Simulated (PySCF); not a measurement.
A calculated (UHF, PySCF 2.14, x2c-TZVPall, the spin-free X2C one-electron Hamiltonian (Gaussian nucleus)) atom or ion has these occupied shells.

```
shell  electrons  orbital energy (eV)  rms radius, mean of both spins (bohr)
 1s α          1             -12760.5                                 0.0508
 1s β          1             -12760.2                                 0.0508
 2s α          1              -1719.3                                  0.212
 2s β          1              -1719.2                                  0.212
 2p α          3              -1510.1                                  0.189
 2p β          3              -1509.9                                  0.189
 3s α          1              -273.70                                  0.612
 3s β          1              -273.23                                  0.612
 3p α          3              -205.88                                  0.636
 3p β          3              -205.25                                  0.636
 3d α          5              -93.431                                  0.693
 3d β          5              -93.111                                  0.693
 4s α          1              -45.787                                   1.85
 4s β          1              -39.835                                   1.85
 4p α          2              -31.449                                   2.13
```

(1) Name the element and its charge.

Answers

(1) Se²⁺ (selenium, charge +2), in [Ar] 3d10 4s2 4p2, high-spin 3P determinant.
